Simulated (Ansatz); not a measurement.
Species: H₅BO₂Si, SMILES `OB(O)[SiH3]` (H–O–B–Si torsion -178°, Si–B–O–H torsion 178°) (charge 0, multiplicity 1), formula H5BO2Si.

Question: How many basis functions does frozen-core CCSD(T)/cc-pVTZ // PBE0-D4/def2-TZVP (Ansatz, a quantum-chemistry and plane-wave program) use, how many core orbitals are frozen, and how many electrons are correlated?

Answer: 194 basis functions and 8 frozen orbitals, which leaves 24 correlated electrons. Core time is of the order of minutes.
